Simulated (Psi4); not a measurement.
Interaction energy of HCl ··· HCl (SMILES Cl and Cl). Monomers: optimised at B3LYP-D3(BJ) (def2-TZVP), held rigid. Orientation: lowest of the rigid-body minima from ten starts at GFN2-xTB. The monomers approach along the line of their centres of mass (distance R); nothing else relaxes.

Calculation: Psi4 with SAPT0/jun-cc-pVDZ, frozen core.

Components in kcal/mol:

```tsv
R / Å	electrostatics	exchange	induction	dispersion	total
2.92	-17.85	51.87	-15.14	-6.46	12.42
3.11	-10.96	28.48	-8.19	-4.10	5.23
3.28	-7.14	16.50	-4.73	-2.77	1.86
3.50	-4.25	8.04	-2.35	-1.71	-0.27
3.69	-2.84	4.28	-1.31	-1.16	-1.02
3.92	-1.85	1.98	-0.66	-0.74	-1.27
4.19	-1.20	0.79	-0.31	-0.45	-1.16
4.49	-0.79	0.29	-0.14	-0.26	-0.91
4.97	-0.45	0.06	-0.04	-0.12	-0.56
5.71	-0.22	0.00	-0.01	-0.04	-0.27
6.69	-0.10	0.00	0.00	-0.02	-0.12
8.03	-0.04	0.00	0.00	0.00	-0.05
```
